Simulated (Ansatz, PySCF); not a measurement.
Isomers of H3NOSi. All species are isolated molecules in the gas phase. One relaxed conformer stands for each flexible species; it need not be the lowest. Strings in code marks are SMILES.

Quantity: electronic energy of isomers of H3NOSi relative to `N[SiH]=O`, in kcal/mol.

Level 1: frozen-core CCSD(T)/cc-pVTZ // PBE0-D3(BJ)/def2-TZVP (Ansatz, a program for electronic structure)
Level 2: PBE-D3(BJ)/def2-TZVP // PBE0-D3(BJ)/def2-TZVP (PySCF)
Level 3: PBE/cc-pVTZ // PBE0-D3(BJ)/def2-TZVP (Ansatz)
Level 4: B3LYP/LANL2DZ // PBE0-D3(BJ)/def2-TZVP (PySCF)

| species | level 2 | level 3 | level 4 |
|---|---|---|---|
| `[H]/N=[SiH]\O` (N–Si–O–H torsion 0°) | 14.7 | 14.0 | 16.9 |

Task: What does level 1 give for each?

Result: 
- `[H]/N=[SiH]\O` (N–Si–O–H torsion 0°): 13.8
